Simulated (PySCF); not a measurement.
## Arsenic: a sound run and one with changed settings

Sound run: As+ [Ar] 3d10 4s2 4p2, As(2+) [Ar] 3d10 4s2 4p1. Calculation: PySCF 2.14, in def2-TZVP; the non-relativistic Hamiltonian (point nucleus). The sound run starts from symmetry-adapted Hartree-Fock orbitals and uses a fine grid where one is needed.

A second run was set up differently.

| species | method | sound run (hartree) | changed run (hartree) | converged |
| --- | --- | --- | --- | --- |
| As+ | UHF | -2233.84690 | -2233.84690 | yes |
| As+ | LDA | -2232.14542 | -2232.14578 | yes |
| As+ | MN15 | -2235.76543 | -2235.75495 | yes |
| As(2+) | UHF | -2233.18621 | -2233.18621 | yes |
| As(2+) | LDA | -2231.45953 | -2231.45988 | yes |
| As(2+) | MN15 | -2235.08035 | -2235.06972 | yes |

Ionisation energy of As+:

```tsv
method	sound run (eV)	changed run (eV)
UHF	17.978	17.978
LDA	18.664	18.664
MN15	18.642	18.646
```

Problem. What was changed?
A. a valence shell is frozen
B. radial grid too coarse
C. all electrons correlated in a valence basis
D. basis contracted for another Hamiltonian

Solution. B. It used radial step 0.3 in ln r (0.13 in the sound run). A coarse radial grid mis-integrates the density and the exchange-correlation energy, with errors of either sign; Hartree-Fock needs no grid.
